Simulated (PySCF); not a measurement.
# Ta²⁺: excitation energy

Ta²⁺ [Xe] 4f14 5d3 (4F) → Ta²⁺ [Xe] 4f14 5d2 6s1 (4F), as a difference of total energies. All numbers are calculated (PySCF 2.14, a scalar-relativistic core potential, in aug-cc-pwCVDZ-PP with ECP60MDF (6s6p5d3f, 70 functions)). Correlated levels: valence and next inner shell: nothing frozen outside the core potential. The calculations carry no spin-orbit coupling.

```
                                method  excitation energy (eV)
                                   UHF                   0.784
    MP2 (valence and next inner shell)                   0.559
SCS-MP2 (valence and next inner shell)                   0.602
   CCSD (valence and next inner shell)                   0.590
CCSD(T) (valence and next inner shell)                   0.574
```

Task: How much does correlation contribute at CCSD(T) (valence and next inner shell)?

Result: 0.574 − (0.784) = -0.210 eV, measured against UHF.
